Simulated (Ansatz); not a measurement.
`[SiH3]C(Cl)I` + `N=C=O` → `O=C=N[SiH3]` + `ClCI`  (ligand exchange at the Si–C bond)

Calculated with Ansatz (gas phase, PBE0-D4/def2-TZVP geometries, no zero-point term in ΔE). CBS: MP2 limit from def2 TZ/QZ plus the TZ coupled-cluster correction, frozen cores. This one scheme is used for every species. DFT in def2-TZVPP. B3LYP here is the variant with VWN-RPA as its local correlation; programs differ in this. Elements past krypton have def2 core potentials. For I outer-core shells are correlated without core-valence functions, which leaves a few kJ/mol of doubt a bond. One conformer a species, not always the lowest.

```json
{"level": "r2SCANh-D4", "ΔE (kJ/mol)": "-90.9"}
{"level": "B3LYP", "ΔE (kJ/mol)": "-101.7"}
{"level": "LC-ωPBE", "ΔE (kJ/mol)": "-95.7"}
{"level": "MP2/def2-TZVPP", "ΔE (kJ/mol)": "-89.5"}
{"level": "MP2/def2-QZVPP", "ΔE (kJ/mol)": "-88.8"}
{"level": "HF/CBS(def2)", "ΔE (kJ/mol)": "-123.1"}
{"level": "MP2/CBS(def2)", "ΔE (kJ/mol)": "-87.9"}
{"level": "CCSD/CBS(def2)", "ΔE (kJ/mol)": "-92.9"}
```

(1) What does CCSD(T)/CBS give? (Estimate.)

Largest T1 diagnostic among the species: 0.018.

Results:

(1) Ansatz gave: -87.1 kJ/mol. The listed levels differ from it by -3.8, -14.6, -8.6, -2.4, -1.7, -36.0, -0.8, -5.8 kJ/mol.

From PBE to PBE0 (25 % exact exchange), in def2-TZVPP and without D4, ΔE moves by −7.2 kJ/mol. In def2-TZVPP, CCSD(T) changes the Hartree–Fock value by +33.6 kJ/mol (the triples alone add +5.8 kJ/mol) and MP2 by +32.8 kJ/mol.
